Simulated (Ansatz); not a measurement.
GaH₃O₂S, SMILES `[OH][Ga]([OH])[SH]` at its PBE0-D4/def2-TZVP geometry, where that method's forces vanish. Total charge 0; spin multiplicity 1.

```tsv
atom	x (Å)	y (Å)	z (Å)
O1	0.734	-0.627	-1.504
Ga2	-0.004	0.258	-0.155
O3	-0.304	1.973	-0.485
S4	-0.529	-0.638	1.783
H5	0.900	-1.554	-1.325
H6	-0.708	2.447	0.245
H7	-0.089	-1.859	1.440
```

**Question.** For each bond, give half the difference of the two atoms' forces along it (eV/Å; positive pushes the atoms apart) under PBE-D4, r2SCAN-D4, B3LYP-D4, ωB97M-V in def2-TZVPP. (An estimate is asked.)

**Answer.** Ansatz gave: 
| bond | length (Å) | PBE-D4 | r2SCAN-D4 | B3LYP-D4 | ωB97M-V |
| --- | --- | --- | --- | --- | --- |
| O1–Ga2 | 1.774 | 0.26 | 0.03 | 0.14 | 0.06 |
| O1–H5 | 0.959 | 0.40 | 0.07 | -0.02 | -0.06 |
| Ga2–O3 | 1.772 | 0.28 | 0.04 | 0.14 | 0.07 |
| Ga2–S4 | 2.199 | -0.05 | -0.04 | 0.06 | -0.06 |
| O3–H6 | 0.959 | 0.39 | 0.06 | -0.02 | -0.07 |
| S4–H7 | 1.343 | 0.25 | 0.02 | -0.02 | -0.09 |

B3LYP here is the variant with VWN-RPA as its local correlation; programs differ in this.
